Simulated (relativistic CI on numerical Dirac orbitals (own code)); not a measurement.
## Er⁴⁺: N4,5 absorption edge

Computed with this model: Dirac-Coulomb-Breit CI, orbitals from a KLI potential per configuration, model QED, multiplet model of core-to-valence dipole absorption, unscaled Slater integrals; configurations [Xe] 4f10 → [Kr] 4d9 4f11 5s2 5p6; 300 K; Lorentzian 0.5 eV and Gaussian 0.2 eV FWHM. Energies are those of the free ion, without screening or charge transfer. The branching ratio is the share of the lower-energy edge in the whole absorption, uncertain by about 0.02 where the edges overlap. S is read from ⟨S²⟩ = S(S + 1).

free ion: ground-state S = 1.95, centroid 178.72 eV. Peaks (eV, height): 164.7 (10), 165.9 (13), 168.8 (8), 175.7 (65), 177.0 (10), 177.8 (22), 178.5 (27), 179.2 (11), 180.4 (9), 184.3 (100), 185.3 (17).

Strongest unbroadened transitions for free ion:

```
Energy (eV)  Relative strength
     164.72                9.1
     165.90               11.3
     168.84                7.2
     170.54                1.6
     173.03                3.4
     175.08               14.6
     175.69               61.4
     176.96                4.9
     177.81               16.5
     178.48               21.9
     178.82                2.9
     179.32                6.2
     180.36                6.1
     180.49                1.5
     184.34              100.0
     184.72                4.5
     185.41                9.3
     186.08                2.8
```
